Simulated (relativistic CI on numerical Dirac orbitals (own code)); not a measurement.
## Charge states of samarium

Method of calculation: Dirac-Coulomb-Breit CI, orbitals from a KLI potential per configuration, model QED, valence Slater integrals scaled by 0.9 (own radial code, finite nucleus).

Each species is treated in one configuration, given outside its closed core. Radial values are for the open shell of highest l, unscaled and averaged over j; ζ includes the Breit term. Labels give the leading LS character, summed over repeated terms.

```csv
Ion,Configuration,Its lowest level,LS weight (%),ζ (cm⁻¹),⟨r⟩ (bohr),⟨r²⟩ (bohr²),Next level,E (cm⁻¹)
Sm,4f⁶6s²,⁷F0,94,1091,1.016,1.461,⁷F1,301.29
Sm⁺,4f⁶6s,⁸F1/2,95,1078,1.004,1.392,⁸F3/2,335.52
Sm²⁺,4f⁶,⁷F0,95,1062,0.9873,1.309,⁷F1,284.73
Sm³⁺,4f⁵,⁶H°5/2,96,1160,0.9053,1.054,⁶H°7/2,1012.5
Sm⁴⁺,4f⁴,⁵I4,97,1265,0.8474,0.8993,⁵I5,1844.8
Sm⁵⁺,4f³,⁴I°9/2,96,1376,0.8025,0.7921,⁴I°11/2,2987
Sm⁹⁺,4d¹⁰4f⁴5s²5p,⁶K°9/2,80,1296,0.7791,0.7324,⁶K°11/2,2965.3
Sm¹⁰⁺,4d¹⁰4f⁴5s²,⁵I4,98,1309,0.7674,0.707,⁵I5,1867.3
Sm¹¹⁺,4d¹⁰4f³5s²,⁴I°9/2,96,1433,0.7387,0.65,⁴I°11/2,3069.5
Sm¹²⁺,4d¹⁰4f²5s²,³H4,96,1560,0.7132,0.6019,³H5,4519.3
Sm¹³⁺,4d¹⁰4f5s²,²F°5/2,100,1691,0.6904,0.5608,²F°7/2,5947
Sm¹⁴⁺,4d¹⁰4f5s,³F°2,100,1732,0.6817,0.5448,³F°3,1621.7
Sm¹⁵⁺,4d¹⁰4f,²F°5/2,100,1775,0.6715,0.5261,²F°7/2,6242
Sm¹⁶⁺,4d¹⁰,¹S0,100,,,,,
Sm¹⁷⁺,4d⁹,²D5/2,100,17740,0.6145,0.4323,²D3/2,44429
Sm¹⁸⁺,4d⁸,³F4,94,18260,0.6069,0.4215,J = 2 (mixed),19683
Sm¹⁹⁺,4d⁷,⁴F9/2,76,18790,0.5997,0.4112,J = 3/2 (mixed),27528
Sm²⁰⁺,4d⁶,⁵D4,64,19320,0.5926,0.4014,J = 2 (mixed),16538
Sm²¹⁺,4d⁵,⁶S5/2,58,19860,0.5857,0.392,J = 5/2 (mixed),38689
Sm²²⁺,4d⁴,J = 0 (mixed),48,20410,0.5791,0.3831,⁵D1,31049
Sm²³⁺,4d³,⁴F3/2,67,20970,0.5726,0.3745,⁴F5/2,35375
Sm²⁴⁺,4d²,³F2,82,21530,0.5663,0.3662,³P0,44114
Sm²⁵⁺,4d,²D3/2,100,22100,0.5602,0.3582,²D5/2,55409
Sm²⁶⁺,3d¹⁰4s²4p⁶,¹S0,100,,,,,
```

With one configuration, terms of near-neutral atoms and ions can be 10 to 25 % off, and close levels can change places.

At low charge ζ of a weakly bound d or f electron comes out too small.
